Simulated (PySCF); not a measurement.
## Computed structure and properties of Pb2O(OH)2

System: Pb2O(OH)2 (singlet); start: template (C2v). Method: PySCF 2.14.0, RKS PBE0, Pb def2-SVP with ECP60, O def2-SVP, H def2-SVP; non-relativistic Hamiltonian with scalar-relativistic core potentials where named; density fitting; no spin-orbit coupling.

Input of the relaxation:

```python
mol = gto.M(atom='''
Pb    -0.00151     0.00000     2.08980
Pb    -0.00151    -0.00000    -2.08980
O     -0.00151    -0.00000     0.00000
O     -0.00151     0.00000     4.22820
H      0.34849     0.00000     5.12820
O     -0.00151    -0.00000    -4.22820
H      0.34849    -0.00000    -5.12820''',
    basis={'Pb': 'def2-SVP', 'O': 'def2-SVP', 'H': 'def2-SVP'},
    ecp={'Pb': 'def2-SVP'},
    charge=0, spin=0)
mf = dft.RKS(mol, xc='PBE0')
mf.grids.atom_grid = (50, 194)
mf = mf.density_fit()  # fitting sets: Pb def2-universal-JKFIT, O def2-universal-JKFIT, H def2-universal-JKFIT
mf.conv_tol = 1e-08; mf.max_cycle = 55
mf.kernel(dm0)  # dm0: converged density of the start geometry
# quasi-Newton relaxation in Cartesian coordinates to a largest gradient under 0.00045 Eh/bohr, steps kept in the point group
```

Run from Python with OMP_NUM_THREADS=2; the lines above give its settings. Where DIIS fails, smearing, a level shift and second-order steps follow.
It took 2.3 min on 2 threads of Arm Neoverse V2, on a shared host, from the converged density of the start.

Course of the relaxation:

```
step  energy above end (eV)  largest force component within the symmetry (eV/Å)
   0                 3.2939                                               1.067
   1                 3.0025                                               0.600
   2                 2.8238                                               0.549
   3                 2.7046                                               0.819
   4                 2.5683                                               0.592
   5                 2.1556                                               0.470
   6                 1.7952                                               1.105
   7                 1.4562                                               0.621
  30                 0.0009                                               0.071
  31                 0.0002                                               0.023
  32                 0.0001                                               0.020
  33                 0.0001                                               0.048
  34                 0.0000                                               0.029
  35                 0.0000                                               0.019
```
(The steps between are left out.)

Relaxed geometry (C2v):

```xyz
7

Pb   -1.2723    0.0000    2.0503
Pb   -1.2723    0.0000   -2.0503
O    -0.8632    0.0000    0.0000
O     0.7657    0.0000    2.5790
H     1.2829    0.0000    1.7617
O     0.7657    0.0000   -2.5790
H     1.2829    0.0000   -1.7617
```

| contact | Å |
| --- | --- |
| Pb1–O3 (O) | 2.091 |
| Pb1–O4 (OH) | 2.105 |
| Pb2–O6 (OH) | 2.105 |

On the finer grid (75, 302):

```yaml
HOMO: -6.81 eV
LUMO: -2.02 eV
Dipole_about_the_centre_of_mass: 4.40 D
Set_of_Mulliken_populations_of_Pb1_outside_the_core_potential: s 3.89, p 7.22, d 10.13
D3_BJ_dispersion_energy_not_in_the_energies: -0.149 eV
```

| atom | Mulliken (e) | Löwdin (e) | spin (e) |
| --- | --- | --- | --- |
| Pb1 | 0.75 | 0.56 | 0.00 |
| Pb2 | 0.75 | 0.56 | 0.00 |
| O3 | -0.78 | -0.54 | 0.00 |
| O4 | -0.54 | -0.34 | 0.00 |
| H5 | 0.17 | 0.05 | 0.00 |
| O6 | -0.54 | -0.34 | 0.00 |
| H7 | 0.17 | 0.05 | 0.00 |

On the grid (50, 194), as all that follows. Harmonic modes: a minimum within the noise of the softest modes; lowest -14 cm⁻¹ (negative: unstable), highest 3852 cm⁻¹, zero-point energy 0.776 eV.

Rigid scan of O along the line from its metal:

(distance to O3 (Å), energy (eV)): (1.79, 1.608), (1.89, 0.655), (1.99, 0.154), (2.09, 0.000), (2.19, 0.148), (2.29, 0.606), (2.39, 1.425), (2.54, 3.570)

Taking off one OH (charge -1, singlet; the rest: singlet) in vacuum, both parts rigid, costs 9.79 eV; the small basis without counterpoise inflates it. Most of it is the attraction of opposite charges; other ways to part are cheaper, and one spin state was tried for the rest.

Rigid scan of OH along the line from its metal:

(distance to O4 (Å), energy (eV)): (1.81, 1.268), (1.91, 0.476), (2.01, 0.101), (2.11, 0.000), (2.21, 0.074), (2.31, 0.258), (2.51, 0.787), (2.81, 1.664), (3.21, 2.668), (3.71, 3.574)

One start shape was tried, so this needn't be the lowest isomer.
